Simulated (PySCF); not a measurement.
## SMILES N#CCC[Se]C#[N+][AlH3-], C$_{4}$H$_{7}$AlN$_{2}$Se

Molfile (atoms numbered from 1):
```
C4H7AlN2Se
     RDKit          3D

 15 14  0  0  0  0  0  0  0  0999 V2000
   -2.9333   -0.4113    1.5682 N   0  0  0  0  0  0  0  0  0  0  0  0
   -2.2109    0.0027    0.7861 C   0  0  0  0  0  0  0  0  0  0  0  0
   -1.3057    0.4715   -0.2334 C   0  0  0  0  0  0  0  0  0  0  0  0
   -1.1701   -0.5457   -1.3580 C   0  0  0  0  0  0  0  0  0  0  0  0
   -0.5079   -2.3181   -0.7160 Se  0  0  0  0  0  2  0  0  0  0  0  0
    1.0569   -1.6176   -0.2310 C   0  0  0  0  0  0  0  0  0  0  0  0
    2.0207   -1.0419    0.0513 N   0  0  0  0  0  0  0  0  0  0  0  0
    2.4318    0.8929    0.2364 Al  0  0  0  0  0  4  0  0  0  0  0  0
   -0.3305    0.6892    0.2243 H   0  0  0  0  0  0  0  0  0  0  0  0
   -1.6944    1.4086   -0.6454 H   0  0  0  0  0  0  0  0  0  0  0  0
   -0.4612   -0.1993   -2.1114 H   0  0  0  0  0  0  0  0  0  0  0  0
   -2.1337   -0.7652   -1.8229 H   0  0  0  0  0  0  0  0  0  0  0  0
    3.9739    0.9571    0.3861 H   0  0  0  0  0  0  0  0  0  0  0  0
    1.7590    1.3067   -1.1451 H   0  0  0  0  0  0  0  0  0  0  0  0
    1.5009    1.1783    1.4833 H   0  0  0  0  0  0  0  0  0  0  0  0
  1  2  3  0
  2  3  1  0
  3  4  1  0
  4  5  1  0
  5  6  1  0
  6  7  3  0
  7  8  1  0
  3  9  1  0
  3 10  1  0
  4 11  1  0
  4 12  1  0
  8 13  1  0
  8 14  1  0
  8 15  1  0
M  CHG  2   7   1   8  -1
M  END
```

Level of theory: PySCF, GIAO B3LYP/pcSseg-1 magnetisability, rotational g tensor and spin-rotation constants, non-relativistic, gas phase. Geometry: GFN2-xTB.

The calculation is non-relativistic, which matters for the atoms heavier than Zn.

(1) What are the magnetisability and the molar susceptibility?

(2) Split it along the inertial axes a, b, c into diamagnetic and paramagnetic parts about the centre of mass, with the quadrupole moment.

(3) And the rotational g tensor?

Answers

(1) Isotropic -1518 × 10⁻³⁰ J/T², or -91.4 × 10⁻⁶ cm³/mol; principal values -1618, -1507, -1428 × 10⁻³⁰ J/T², anisotropy 165 × 10⁻³⁰ J/T² (root of half the summed squared differences of the principal values). The susceptibility is in cgs units.

(2) 
| axis | χ (10⁻⁶ cm³/mol) | diamagnetic (10⁻⁶ cm³/mol) | paramagnetic (10⁻⁶ cm³/mol) | summed x² of all electrons (Å²) | quadrupole Θ (D Å) |
| --- | --- | --- | --- | --- | --- |
| a | -96.3 | -944.1 | 847.8 | 295.7 | -20.21 |
| b | -88.0 | -1478.5 | 1390.5 | 169.7 | +8.37 |
| c | -89.9 | -1974.5 | 1884.6 | 52.8 | +11.84 |

Anisotropies 2χaa − χbb − χcc = -14.8 and 2χbb − χaa − χcc = +10.3 × 10⁻⁶ cm³/mol. Θ is traceless in Buckingham's convention.

(3) 
| axis | rotational constant (GHz) | g | nuclear part | electronic part |
| --- | --- | --- | --- | --- |
| a | 1.3473 | -0.0183 | 0.5183 | -0.5366 |
| b | 0.8451 | -0.0215 | 0.5306 | -0.5521 |
| c | 0.5972 | -0.0152 | 0.5135 | -0.5287 |

Asymmetric top; isotopes 27Al, 12C, 1H, 14N, 80Se; no vibrational averaging.
